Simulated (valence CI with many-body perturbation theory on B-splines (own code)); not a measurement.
E1 transitions of Tm¹⁹⁺

Calculated by configuration interaction combined with many-body perturbation theory (CI+MBPT): four valence electrons over a frozen Dirac-Fock core [Kr] 4d10, a basis of 7 s, 7 p, 7 d, 7 f, 4 g, 2 h functions for each j, with the one-electron correlation potential Σ1, the two-electron term Σ2, the three-electron term Σ3, Breit, model QED; selected CI, second order for the rest, scaled by the run's own slope (own B-spline code, finite nucleus).

No measured levels were compared; by estimate terms of the open shell hold to a few per cent of their energy, and close levels can change places.

Lines 1 to 50 of 332 in falling wavelength, among levels below 627450 cm⁻¹, chosen from the strongest by gf and those to the six lowest levels. Wavelengths and rates use the calculated energies, so an error of 2000 cm⁻¹ moves a line at 76.62 nm by 1.5 % and its rate by three times that or more. Electric multipoles are in the length gauge, E1 and E2 with the static RPA response of the core. Weak lines are less certain than strong ones. Lines between different terms over intervals too small for the method are left out, as are lines whose strength nearly cancels. Where a level lies close to another of its J and parity, the split of strength between their lines is uncertain. The highest levels of a list are the least certain.

Names give the largest LS component (configuration and term), which can be under half, so a name can repeat, a term be missing and a line seem to break the LS rules; names also repeat where a configuration has a term twice. Letters in brackets count levels of one name in rising energy.

```csv
λ vac (nm),Upper,Lower,A (s⁻¹),S (a.u.)
76.62,4f³5p ⁵G_2,4f³5s ³F°_3 [c],2.90e+04,3.22e-05
64.74,4f³5p ³H_4,4f³5s ³G°_3 [c],3.46e+04,4.17e-05
60.38,4f³5p ⁵I_5,4f³5s ³G°_4 [c],3.75e+04,4.48e-05
56.76,4f³5p ⁵G_2,4f³5s ³G°_3 [c],4.33e+05,1.96e-04
56.46,4f³5p ⁵H_6,4f³5s ³G°_5 [d],2.13e+04,2.46e-05
54.63,4f³5p ⁵K_5,4f³5s ³H°_5,5.82e+04,5.15e-05
54.21,4f³5p ⁵K_5,4f³5s ¹I°_6,2.57e+04,2.23e-05
53.27,4f³5p ⁵I_5,4f³5s ¹H°_5 [b],5.73e+04,4.71e-05
52.72,4f³5p ⁵G_2,4f³5s ¹D°_2 [c],1.49e+05,5.39e-05
52.22,4f³5p ⁵I_5,4f³5s ³H°_6 [b],2.80e+04,2.16e-05
51.93,4f³5p ³H_4,4f³5s ³H°_4 [b],5.91e+04,3.68e-05
51.73,4f³5p ⁵K_5,4f³5s ³G°_5 [c],3.22e+05,2.42e-04
50.91,4f³5p ⁵K_6,4f³5s ³H°_5,1.02e+05,8.61e-05
50.55,4f³5p ⁵H_6,4f³5s ¹H°_5 [b],4.22e+05,3.50e-04
50.55,4f³5p ⁵K_6,4f³5s ¹I°_6,4.61e+05,3.82e-04
50.39,4f³5p ⁵K_5,4f³5s ³I°_5 [b],1.08e+06,7.48e-04
49.73,4f³5p ³H_4,4f³5s ³G°_5 [c],1.46e+05,7.99e-05
49.70,4f³5p ⁵I_5,4f³5s ¹I°_6,2.55e+05,1.70e-04
49.62,4f³5p ⁵I_5,4f³5s ³H°_4 [b],1.19e+05,7.93e-05
49.46,4f³5p ⁵K_6,4f³5s ³I°_7 [b],1.63e+05,1.27e-04
49.38,4f³5p ⁵G_2,4f³5s ³F°_2 [b],1.56e+05,4.64e-05
49.22,4f³5p ⁵K_6,4f³5s ³L°_7,3.09e+05,2.36e-04
48.95,4f³5p ⁵K_5,4f³5s ³G°_4 [b],7.24e+04,4.61e-05
48.92,4f³5p ⁵G_2,4f³5s ³D°_1 [b],3.89e+05,1.12e-04
48.63,4f³5p ⁵K_7,4f³5s ¹L°_8,1.42e+05,1.21e-04
48.49,4f³5p ³H_4,4f³5s ³I°_5 [b],2.74e+05,1.39e-04
48.38,4f³5p ⁵K_6,4f³5s ³G°_5 [c],1.58e+05,1.15e-04
48.13,4f³5p ⁵G_2,4f³5s ³D°_2 [b],2.48e+05,6.82e-05
48.03,4f³5p ⁵I_5,4f³5s ⁵D°_4,3.78e+04,2.27e-05
47.82,4f³5p ⁵K_6,4f³5s ³I°_6 [b],7.77e+05,5.45e-04
47.79,4f³5p ³H_4,4f³5s ⁵D°_3,1.72e+05,8.36e-05
47.79,4f³5p ⁵G_2,4f³5s ³D°_3 [b],2.09e+05,5.64e-05
47.69,4f³5p ⁵K_7,4f³5s ¹I°_6,1.29e+06,1.04e-03
47.60,4f³5p ⁵I_5,4f³5s ³G°_5 [c],2.55e+05,1.49e-04
47.34,4f³5p ³H_4,4f³5s ³G°_5 [b],5.39e+04,2.54e-05
47.32,4f³5p ⁵H_6,4f³5s ¹I°_6,9.19e+05,6.25e-04
47.20,4f³5p ⁵K_6,4f³5s ³I°_5 [b],9.13e+05,6.16e-04
47.15,4f³5p ³H_4,4f³5s ³G°_4 [b],3.45e+05,1.61e-04
47.11,4f³5p ³H_4,4f³5s ³D°_3 [a],2.17e+05,1.01e-04
47.06,4f³5p ⁵I_5,4f³5s ³I°_6 [b],5.82e+05,3.29e-04
46.80,4f³5p ⁵I_5,4f³5s ¹G°_4 [a],3.04e+05,1.69e-04
46.72,4f³5p ⁵K_7,4f³5s ³I°_7 [b],9.37e+05,7.08e-04
46.49,4f³5p ⁵K_7,4f³5s ³L°_8,3.13e+06,2.33e-03
46.47,4f³5p ⁵I_5,4f³5s ³I°_5 [b],3.09e+05,1.68e-04
46.44,4f³5p ⁵K_5,4f³5s ³G°_4 [a],1.88e+05,1.02e-04
46.37,4f³5p ⁵H_6,4f³5s ³I°_7 [b],5.52e+05,3.53e-04
46.17,4f³5p ⁵K_5,4f³5s ¹H°_5 [a],2.29e+05,1.22e-04
46.16,4f³5p ⁵H_6,4f³5s ³L°_7,1.11e+06,7.01e-04
46.14,4f³5p ⁵G_2,4f³5s ³D°_1 [a],2.67e+06,6.46e-04
46.12,4f³5p ⁵K_6,4f³5s ³G°_5 [b],1.18e+05,7.46e-05
```
